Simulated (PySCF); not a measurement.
Isomers of C8H10O, mass 122.073 u with the commonest isotopes. Method used: PBE0-D3(BJ)/def2-SVP geometry optimisation, gas phase (PySCF 2.14.0). One conformer each, none proved a minimum here; rigid rotors.

Question: Order these by dipole moment, smallest first.
A. `[CH3:1][c:2]1[cH:3][cH:4][c:5]([CH2:6][OH:7])[cH:8][cH:9]1` with C4–C5–C6–O7 -30°, C5–C6–O7–H -55°
B. `[CH:1]#[C:2][C@@H:3]1[CH2:4][CH2:5][CH2:6][C@@H:7]2[O:8][C@H:9]12` with C2–C3–C4–C5 -177°, C3–C4–C5–C6 64°, C4–C5–C6–C7 -41°, C5–C6–C7–O8 78°
C. `[CH2:1]=[C:2]([CH2:3][CH3:4])[c:5]1[cH:6][cH:7][cH:8][o:9]1` with C1–C2–C3–C4 -103°, C1–C2–C5–C6 -176°
D. `[CH3:1][O:2][c:3]1[cH:4][cH:5][c:6]([CH3:7])[cH:8][cH:9]1` with C1–O2–C3–C4 180°

Answer: C (0.81 D), D (1.21 D), A (1.67 D), B (2.15 D).

Question: Order these by rotational constant C, smallest first.
A. `[CH3:1][c:2]1[cH:3][cH:4][c:5]([CH2:6][OH:7])[cH:8][cH:9]1` with C4–C5–C6–O7 -30°, C5–C6–O7–H -55°
B. `[CH3:1][O:2][c:3]1[cH:4][cH:5][c:6]([CH3:7])[cH:8][cH:9]1` with C1–O2–C3–C4 180°
C. `[CH2:1]=[C:2]([CH2:3][CH3:4])[c:5]1[cH:6][cH:7][cH:8][o:9]1` with C1–C2–C3–C4 -103°, C1–C2–C5–C6 -176°
D. `[CH:1]#[C:2][C@@H:3]1[CH2:4][CH2:5][CH2:6][C@@H:7]2[O:8][C@H:9]12` with C2–C3–C4–C5 -177°, C3–C4–C5–C6 64°, C4–C5–C6–C7 -41°, C5–C6–C7–O8 78°

Answer: A (804.3 MHz), B (826.4 MHz), C (941.2 MHz), D (1049 MHz).

Question: Order these by radius of gyration √(Σ m r²/M), largest first.
A. `[CH:1]#[C:2][C@@H:3]1[CH2:4][CH2:5][CH2:6][C@@H:7]2[O:8][C@H:9]12` with C2–C3–C4–C5 -177°, C3–C4–C5–C6 64°, C4–C5–C6–C7 -41°, C5–C6–C7–O8 78°
B. `[CH3:1][c:2]1[cH:3][cH:4][c:5]([CH2:6][OH:7])[cH:8][cH:9]1` with C4–C5–C6–O7 -30°, C5–C6–O7–H -55° (4-methylbenzyl alcohol)
C. `[CH2:1]=[C:2]([CH2:3][CH3:4])[c:5]1[cH:6][cH:7][cH:8][o:9]1` with C1–C2–C3–C4 -103°, C1–C2–C5–C6 -176°
D. `[CH3:1][O:2][c:3]1[cH:4][cH:5][c:6]([CH3:7])[cH:8][cH:9]1` with C1–O2–C3–C4 180°

Answer: B (2.282 Å), D (2.244 Å), C (2.136 Å), A (2.043 Å).

```
                      SMILES  point group  Ia (u·Å²)  Ib (u·Å²)  Ic (u·Å²)      κ  μa (D)  μb (D)  μc (D)
               COc1ccc(C)cc1            –     105.03     512.93     611.53  -0.92    0.38    1.15    0.04
               Cc1ccc(CO)cc1           C1     109.62     533.78     628.34  -0.93    1.36    0.59    0.77
              C=C(CC)c1ccco1           C1     162.46     414.17     536.93  -0.74    0.09    0.80    0.08
C#C[C@@H]1CCC[C@@H]2O[C@H]12           C1     160.42     376.66     481.70  -0.72    1.14    1.07    1.47
```
